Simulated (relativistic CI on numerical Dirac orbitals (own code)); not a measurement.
V⁺: 2p photoemission

Computed with this model: Dirac-Coulomb-Breit CI, KLI orbitals optimised for each configuration, a model potential for QED, valence Slater integrals scaled by 0.7, multiplet model of photoemission in the sudden approximation; configurations [Ar] 3d4 → [He] 2s2 2p5 3s2 3p6 3d4; 80 K; Lorentzian 0.5 eV and Gaussian 0.6 eV FWHM. Energies are those of the free ion, without screening or charge transfer. The energies are binding energies and can lie tens of eV above those of solids. S is read from ⟨S²⟩ = S(S + 1).

Field parameters in Wybourne normalisation: D4h B²₀ = −7Ds, B⁴₀ = 21(Dq − Dt), B⁴₄ = 21√(5/14) Dq. The field is a parameter set, without covalency.

Peaks in eV (height, largest 100): 526.5 (100), 534.0 (53).

Question: Which surroundings give this spectrum?
A. D4h, 10Dq = 14400, Ds = -1500, Dt = -260 cm⁻¹
B. free ion
C. D4h, 10Dq = 14400, Ds = 3000, Dt = -260 cm⁻¹

Answer: A. D4h, 10Dq = 14400, Ds = -1500, Dt = -260 cm⁻¹, where the ground state has S = 1.01.
